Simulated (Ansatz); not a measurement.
Relaxation of a periodic cell of 36 atoms, H4CO (packed as 6 CH3OH, density as packed 0.72 g/cm³ with natural masses), to a largest force component of 0.3 eV/Å in at most 15 steps.

All numbers below come from DFT r2SCAN-D3(BJ), scalar-relativistic, plane waves, PAW (Ansatz 0.2.0). Settings: accuracy low, cutoff 500 eV, k mesh 1x1x1, fermi-dirac smearing 0.05 eV, no spin polarisation.

```xyz
36
Lattice="7.6186 0.0000 0.0000 0.0000 7.6186 0.0000 0.0000 0.0000 7.6186" Properties=species:S:1:pos:R:3
C 4.789 4.375 2.182
O 4.897 2.997 2.520
H 3.735 4.557 1.975
H 5.832 2.817 2.708
H 5.100 5.031 3.005
H 5.369 4.631 1.288
C 6.489 6.795 0.285
O 7.036 5.524 0.618
H 5.413 6.714 0.437
H 7.996 5.578 0.488
H 6.873 7.595 0.930
H 6.674 7.066 -0.762
C 1.398 2.506 4.074
O 1.555 1.390 3.205
H 0.338 2.554 4.322
H 2.496 1.333 2.974
H 1.968 2.392 5.004
H 1.687 3.450 3.596
C 4.740 7.294 5.613
O 3.896 6.402 6.332
H 5.327 7.827 6.360
H 3.364 5.918 5.681
H 5.427 6.766 4.942
H 4.170 8.027 5.030
C 0.897 3.315 0.460
O 1.620 2.507 -0.461
H 0.000 3.646 -0.062
H 2.424 2.203 -0.012
H 0.594 2.756 1.354
H 1.466 4.200 0.772
C 0.338 6.653 3.729
O 1.438 6.691 2.827
H 0.653 7.199 4.617
H 1.175 6.208 2.028
H -0.555 7.140 3.318
H 0.078 5.629 4.024
```

Question: Where does it end, and by what steps?

Answer: The forces met the threshold. The threshold is loose, so the end isn't yet a minimum. The force dipped under the threshold on the way, but the program's further checks kept it going. Limits of this set-up: coarse k mesh, low accuracy level. After 12 steps the energy has fallen by 2.020 eV; H10 moved furthest, 1.61 Å.

| step | energy less start (eV) | largest force component (eV/Å) | accepted |
| --- | --- | --- | --- |
| 0 | 0.0000 | 1.250 | yes |
| 1 | -0.5885 | 0.924 | yes |
| 2 | -0.8759 | 0.736 | yes |
| 3 | -1.1177 | 1.451 | yes |
| 4 | -1.3210 | 0.675 | yes |
| 5 | -1.4841 | 0.434 | yes |
| 6 | -1.6090 | 0.427 | yes |
| 7 | -1.7324 | 0.462 | yes |
| 8 | -1.8331 | 0.236 | yes |
| 9 | -1.8331 | 0.237 | yes |
| 10 | -1.9147 | 0.214 | yes |
| 11 | -1.9749 | 0.199 | yes |
| 12 | -2.0205 | 0.175 | yes |

```xyz
36
Lattice="7.6186 0.0000 0.0000 0.0000 7.6186 0.0000 0.0000 0.0000 7.6186" Properties=species:S:1:pos:R:3
C 4.641 4.101 2.331
O 4.634 2.724 2.723
H 3.602 4.418 2.291
H 5.538 2.400 2.756
H 5.167 4.717 3.066
H 5.092 4.231 1.344
C 7.093 7.151 0.536
O 8.320 6.406 0.635
H 6.324 6.569 1.052
H 8.956 6.785 0.011
H 7.191 8.137 1.000
H 6.792 7.288 -0.504
C 1.398 2.517 3.870
O 2.058 1.770 2.857
H 0.336 2.262 3.826
H 3.004 2.003 2.880
H 1.765 2.250 4.869
H 1.501 3.598 3.717
C 3.937 7.387 5.327
O 3.237 6.202 5.687
H 4.123 7.953 6.239
H 2.848 5.859 4.869
H 4.899 7.157 4.850
H 3.349 8.005 4.643
C 0.955 3.041 0.168
O 1.633 1.791 0.072
H 0.464 3.242 -0.784
H 1.893 1.596 0.990
H 0.191 3.025 0.957
H 1.640 3.867 0.381
C 0.510 6.651 4.091
O 1.537 6.006 3.348
H 0.944 6.996 5.031
H 1.323 6.106 2.400
H 0.115 7.519 3.554
H -0.313 5.960 4.318
```

Whether the end is a true minimum wasn't checked by a vibrational analysis.

Run time: 3.2 min on 1 thread of Intel(R) Xeon(R) Platinum 8488C (Sapphire Rapids), on a shared host, peak memory 0.91 GiB.
